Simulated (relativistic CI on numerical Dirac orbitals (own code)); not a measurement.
Computed by Dirac equation for one electron, model QED (radiative potential, 1s self-energy scaled to tabulated hydrogen-like ionisation energies) (own radial code, finite nucleus).

Configuration list: 1s, 2s, 2p, 3s, 3p, 3d, 4s, 4p, 4d, 4f, 5s, 5p, 5d, 5f, 5g, 6s, 6p, 6d. Levels of other configurations are missing.

Outline of the computed level scheme of P XV. Lowest level of each configuration: 1s 2S_1/2 at 0.00 eV; 2p 2P°_1/2 at 2301.65 eV; 2s 2S_1/2 at 2301.74 eV; 3p 2P°_1/2 at 2728.68 eV; 3s 2S_1/2 at 2728.71 eV; 3d 2D_3/2 at 2729.37 eV; 4p 2P°_1/2 at 2878.05 eV; 4s 2S_1/2 at 2878.06 eV; 4d 2D_3/2 at 2878.34 eV.

Some strong electric-dipole decays among the lowest 14 levels: 2p 2P°_1/2 → 1s 2S_1/2 (3.2e+13 s⁻¹); 2p 2P°_3/2 → 1s 2S_1/2 (3.2e+13 s⁻¹); 3p 2P°_3/2 → 1s 2S_1/2 (8.5e+12 s⁻¹); 3p 2P°_1/2 → 1s 2S_1/2 (8.5e+12 s⁻¹); 4p 2P°_3/2 → 1s 2S_1/2 (3.5e+12 s⁻¹); 4p 2P°_1/2 → 1s 2S_1/2 (3.4e+12 s⁻¹); 3d 2D_5/2 → 2p 2P°_3/2 (3.3e+12 s⁻¹); 3d 2D_3/2 → 2p 2P°_1/2 (2.7e+12 s⁻¹).
